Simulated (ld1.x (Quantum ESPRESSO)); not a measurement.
## Configuration tests for N (RRKJ)

N, norm-conserving RRKJ (Kleinman–Bylander form), made with ld1.x (Quantum ESPRESSO) 7.5 (revPBE, non-relativistic). Core [He], reference 2s2 2p2 (charge +1). Waves: 2p (bound): rc 1.60 bohr; 2s (bound): rc 0.80 bohr. Local part: the s channel. Core correction: Bessel-smoothed model core inside 0.65 bohr. rho0 = 0.005.

Energies are relative to the spin-unpolarised reference configuration 2s2 2p2; without spin polarisation the order of configurations can differ from experiment.

```tsv
valence configuration	charge	ΔE all-electron (eV)	error AE − PS (meV)
2s2 2p3	0	-13.541	+18
2s2 2p1	+2	28.790	+93
2s2 2p0	+3	75.767	+663
2s2 2p2.5	+0.5	-8.472	+7.4
2s0 2p5	0	9.602	+108
2s2 2p3.3	-0.3	-15.145	+22
```

(1) What are ΔE and the potential's error for 2s1 2p0?

Levels in the configuration 2s0 2p5:

| level | all-electron (eV) | pseudo (eV) |
| --- | --- | --- |
| 2p | -7.859 | -7.895 |

Results:

(1) ΔE = 153.560 eV all-electron; the error (AE − PS) is +1278 meV.
